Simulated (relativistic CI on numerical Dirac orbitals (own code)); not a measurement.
**Sensitivity of the levels of Fe23+ to α and to the nuclear radius**

Method of calculation: Dirac-Coulomb-Breit CI, KLI orbitals optimised for each configuration, derivatives by finite differences, unscaled Slater integrals, QED left out (own radial code, finite nucleus).

Configurations in the expansion (outside the closed core 1s2): 2s, 2p, 3s, 3p, 3d. Levels of other configurations are missing.

With x = (α/α₀)² − 1 an excitation energy changes as ω = ω₀ + qx; K = 2q/ω₀ is the relative enhancement. Terms are leading LS components, so labels can repeat. The field-shift factor is F = δν/δ⟨r²⟩ for the transition from the lowest level.

Lowest level 2s ²S1/2.

| Level | ω₀ (cm⁻¹) | q (cm⁻¹) | F (GHz/fm²) |
| --- | --- | --- | --- |
| 2p ²P°1/2 | 397290 | 20100 | -102 |
| 2p ²P°3/2 | 525579 | 151100 | -103 |
| 3s ²S1/2 | 9270524 | 115400 | -67.6 |
| 3p ²P°1/2 | 9380908 | 120800 | -97.3 |
| 3p ²P°3/2 | 9418808 | 159500 | -97.5 |
| 3d ²D3/2 | 9459557 | 158500 | -96.6 |
| 3d ²D5/2 | 9471566 | 170600 | -96.6 |

At this charge energies of transitions that change n are usually good to better than 1 %, and those within a shell (Δn = 0) to a few per cent.

Which transition from the lowest level has the largest |K|?

2p ²P°3/2 at 525579 cm⁻¹, K = 0.575.
